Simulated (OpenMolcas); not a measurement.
# Tc5+ in a point-charge field

Tc5+ among 6 point charges of -1.7 e arranged as a tetragonal octahedron (D4h), 2.12 Å from the ion, with the axial distance 1.972 Å.
```
   2.1200    0.0000    0.0000  -1.70
   0.0000    2.1200    0.0000  -1.70
  -2.1200    0.0000    0.0000  -1.70
   0.0000   -2.1200    0.0000  -1.70
   0.0000    0.0000    1.9716  -1.70
   0.0000    0.0000   -1.9716  -1.70
```

```json
{
  "Program": "OpenMolcas",
  "Method": "SS-CASPT2, IPEA 0.25 Eh, imaginary shift 0.1 Eh (closed shells correlated: 4s 4p)",
  "Basis": "ANO-RCC-VTZP [7s6p4d2f1g]",
  "Scalar Hamiltonian": "DKH2, point nucleus",
  "Active space": "2 electrons in 5 orbitals (4d)",
  "State averaging": "2S+1 = 3 even, 10 roots; 2S+1 = 1 even, 15 roots",
  "Spin-orbit coupling": "RASSI with atomic mean-field integrals over the reference wave functions"
}
```

The lowest spin-free states (labels of D4, the rotations of D4h), above the lowest:

```json
{"State": "3E", "Degeneracy": "2", "E (cm-1)": "0", "Free-ion L (%)": "F (98)"}
{"State": "3A2", "Degeneracy": "1", "E (cm-1)": "980", "Free-ion L (%)": "F (100)"}
{"State": "3E", "Degeneracy": "2", "E (cm-1)": "4930", "Free-ion L (%)": "F (99)"}
{"State": "3B2", "Degeneracy": "1", "E (cm-1)": "6110", "Free-ion L (%)": "F (100)"}
{"State": "1E", "Degeneracy": "2", "E (cm-1)": "10830", "Free-ion L (%)": "D (85)"}
{"State": "3B1", "Degeneracy": "1", "E (cm-1)": "11170", "Free-ion L (%)": "F (100)"}
{"State": "1A1", "Degeneracy": "1", "E (cm-1)": "11310", "Free-ion L (%)": "D (67)"}
{"State": "1B2", "Degeneracy": "1", "E (cm-1)": "12600", "Free-ion L (%)": "D (87)"}
{"State": "1B1", "Degeneracy": "1", "E (cm-1)": "13470", "Free-ion L (%)": "D (72)"}
{"State": "3A2", "Degeneracy": "1", "E (cm-1)": "13680", "Free-ion L (%)": "P (100)"}
{"State": "3E", "Degeneracy": "2", "E (cm-1)": "17650", "Free-ion L (%)": "P (96)"}
{"State": "1E", "Degeneracy": "2", "E (cm-1)": "18670", "Free-ion L (%)": "G (88)"}
{"State": "1A2", "Degeneracy": "1", "E (cm-1)": "18970", "Free-ion L (%)": "G (100)"}
{"State": "1A1", "Degeneracy": "1", "E (cm-1)": "20030", "Free-ion L (%)": "G (86)"}
{"State": "1B2", "Degeneracy": "1", "E (cm-1)": "20380", "Free-ion L (%)": "G (87)"}
{"State": "1E", "Degeneracy": "2", "E (cm-1)": "23760", "Free-ion L (%)": "G (97)"}
{"State": "1B1", "Degeneracy": "1", "E (cm-1)": "24930", "Free-ion L (%)": "G (72)"}
{"State": "1A1", "Degeneracy": "1", "E (cm-1)": "25630", "Free-ion L (%)": "G (77)"}
{"State": "1A1", "Degeneracy": "1", "E (cm-1)": "46170", "Free-ion L (%)": "S (94)"}
```

The lowest levels with spin-orbit coupling:

```json
{"E (cm-1)": "0", "Degeneracy": "1", "Label": "B1", "2S+1": "3", "g": ""}
{"E (cm-1)": "260", "Degeneracy": "1", "Label": "B2", "2S+1": "3", "g": ""}
{"E (cm-1)": "740", "Degeneracy": "1", "Label": "A1", "2S+1": "3", "g": ""}
{"E (cm-1)": "920", "Degeneracy": "2", "Label": "E", "2S+1": "3", "g": "0.00 0.00 0.65"}
{"E (cm-1)": "2450", "Degeneracy": "1", "Label": "A2", "2S+1": "3", "g": ""}
{"E (cm-1)": "2720", "Degeneracy": "2", "Label": "E", "2S+1": "3", "g": "0.00 0.00 0.57"}
{"E (cm-1)": "3670", "Degeneracy": "1", "Label": "A1", "2S+1": "3", "g": ""}
{"E (cm-1)": "6170", "Degeneracy": "3", "Label": "", "2S+1": "3", "g": ""}
{"E (cm-1)": "6350", "Degeneracy": "1", "Label": "B1", "2S+1": "3", "g": ""}
{"E (cm-1)": "6960", "Degeneracy": "1", "Label": "A2", "2S+1": "3", "g": ""}
{"E (cm-1)": "7370", "Degeneracy": "1", "Label": "A1", "2S+1": "3", "g": ""}
{"E (cm-1)": "7980", "Degeneracy": "2", "Label": "E", "2S+1": "3", "g": "0.00 0.00 1.79"}
{"E (cm-1)": "8350", "Degeneracy": "1", "Label": "B1", "2S+1": "3", "g": ""}
{"E (cm-1)": "12480", "Degeneracy": "2", "Label": "E", "2S+1": "1 (79 %)", "g": "0.00 0.00 1.09"}
{"E (cm-1)": "12570", "Degeneracy": "1", "Label": "A1", "2S+1": "1 (81 %)", "g": ""}
{"E (cm-1)": "13070", "Degeneracy": "1", "Label": "B2", "2S+1": "3", "g": ""}
{"E (cm-1)": "13190", "Degeneracy": "2", "Label": "E", "2S+1": "3", "g": "0.00 0.00 5.17"}
{"E (cm-1)": "14210", "Degeneracy": "1", "Label": "B2", "2S+1": "1 (85 %)", "g": ""}
{"E (cm-1)": "14780", "Degeneracy": "1", "Label": "B1", "2S+1": "1 (90 %)", "g": ""}
{"E (cm-1)": "15420", "Degeneracy": "1", "Label": "A1", "2S+1": "3 (86 %)", "g": ""}
```

Powder χT (cm3 K/mol): 0 at 2 K, 0.00418 at 10 K, 0.0209 at 50 K, 0.0426 at 100 K, 0.0932 at 200 K, 0.149 at 300 K. The effective moment at 300 K is 2.828 √(χT) = 1.09 μB.

The lowest level has 2S+1 = 3, for which the spin-only value is χT = S(S+1) / 2 = 1.000 cm3 K/mol (g = 2). The computed 0.149 at 300 K differs by -0.851, through orbital momentum, spin-orbit coupling and any other state in reach.

An orbital doublet at a regular site is open to a Jahn-Teller distortion, which this geometry leaves out. Free-ion shares, where given, are those of the reference states; single-state CASPT2 does not remix them. This is an electrostatic model: the charges have no orbitals. No measured value stands beside these numbers.

With an even number of electrons the g values are those of a degenerate or nearly degenerate non-Kramers pair.
